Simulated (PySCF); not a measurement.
# C₆ coefficients of unlike pairs at PBE0

Calculated with PySCF 2.14 from the dipole response of each species, C₆(A,B) = (3/π) ∫ α_A(iu) α_B(iu) du, in atomic units, from isotropic polarisabilities. For ions this is the dispersion term alone; charge-induced terms of lower order in 1/R come first.

| species | configuration | basis | relativity | α (bohr³) | C₆ (like pair) |
| --- | --- | --- | --- | --- | --- |
| Sr²⁺ | [Kr] (1S) | aug-cc-pVQZ-X2C (9s8p6d3f2g) | spin-free X2C | 5.681 | 26.93 |
| Cd³⁺ | [Kr] 4d9 (2D) | x2c-TZVPPall with one added diffuse shell each of s, p, d, f type (9s7p7d3f1g) | spin-free X2C | 3.631 | 16.07 |
| Fe³⁺ | [Ar] 3d5 (6S) | def2-QZVPPD (11s6p5d4f2g) | none | 1.811 | 4.384 |

**Question.** Estimate C₆ for Fe³⁺ with Sr²⁺.

**Answer.** The integral gives 10.42. The combination rule 2 C_A C_B / (C_A α_B/α_A + C_B α_A/α_B) gives 10.57 and the geometric mean 10.87.

No spin-orbit coupling is included.

The other pairs:

```tsv
pair	C₆
Fe³⁺, Cd³⁺	8.377
Cd³⁺, Sr²⁺	20.26
```
